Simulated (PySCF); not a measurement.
Input of a run (PBE0-D3(BJ)/def2-SVP geometry optimisation, gas phase (PySCF 2.14.0)), started from GFN2-xTB:
```
{"job": {"xc": "PBE0", "basis": "def2-SVP", "d3": "d3bj", "grid": 2, "kind": "geom"}, "charge": 0, "multiplicity": 1}
C      0.759485     1.457936    -0.834943
C     -0.537395     1.643618    -0.640565
C     -1.367930     0.954030     0.400265
C     -1.632556    -0.527491     0.038046
C     -0.764043    -1.457218     0.831361
C      0.534491    -1.639510     0.645462
C      1.369184    -0.955647    -0.396168
C      1.632474     0.528892    -0.044954
H      1.248682     1.990250    -1.640555
H     -1.072720     2.322253    -1.291983
H     -2.319290     1.478418     0.499265
H     -0.863008     0.992760     1.368983
H     -2.678997    -0.766974     0.231070
H     -1.450807    -0.665217    -1.030813
H     -1.256949    -1.988689     1.634917
H      1.066871    -2.314655     1.302697
H      2.321960    -1.479311    -0.486140
H      0.869774    -1.004039    -1.367339
H      1.457961     0.673202     1.024412
H      2.677664     0.768070    -0.246055
```

Output (energies in Eh, forces in Eh/bohr):
```
step   0  E = -311.43908234  max force = 0.011928
step   1  E = -311.44161028  max force = 0.001809
step   2  E = -311.44165690  max force = 0.000347
step   3  E = -311.44167700  max force = 0.000559
step   4  E = -311.44170740  max force = 0.000984
step   5  E = -311.44171449  max force = 0.000743
step   6  E = -311.44171816  max force = 0.000226
optimisation converged
```

**Question.** Summarise the run.

**Answer.** The energy falls by 6.9 kJ/mol over 7 energy and gradient evaluations, the largest force component goes from 0.0119 to 2.3e-04 Eh/bohr, and the atoms move by 0.068 Å rms after alignment. Among the bonds, C1=C2, C5=C6, C1–H9, C2–H10, C5–H15 and C6–H16 change most and about equally (+0.013 to +0.014 Å). Bonds longer at the end by more than 0.005 Å: 14 of 20; shorter: 0. Among the angles that change most is C3–C4–C5, from 111.8° to 114.0°. The energy never rose by more than 1e-6 Eh on the way. The first step brought 96 % of the lowering.

**Question.** What are the final bond lengths?

**Answer.** C1=C2 1.338 Å, C2–C3 1.504 Å, C3–C4 1.550 Å, C4–C5 1.504 Å, C5=C6 1.338 Å, C6–C7 1.504 Å, C7–C8 1.550 Å, C1–C8 1.504 Å, C1–H9 1.096 Å, C2–H10 1.096 Å, C3–H11 1.100 Å, C3–H12 1.104 Å, C4–H13 1.100 Å, C4–H14 1.104 Å, C5–H15 1.096 Å, C6–H16 1.096 Å, C7–H17 1.100 Å, C7–H18 1.104 Å, C8–H19 1.104 Å, C8–H20 1.100 Å. Numbering counts from 1 in the input's order; the species is `C1=C\CC/C=C\CC/1`.

The run used 172 basis functions and 44 SCF cycles in all. On Arm Neoverse V1, one thread, shared host with 32 logical CPUs at a one-minute load of 12, this took 98 s wall and 0.78 GiB of memory at its peak.

Stationary, but not proved a minimum. The numbers are those of one conformer.
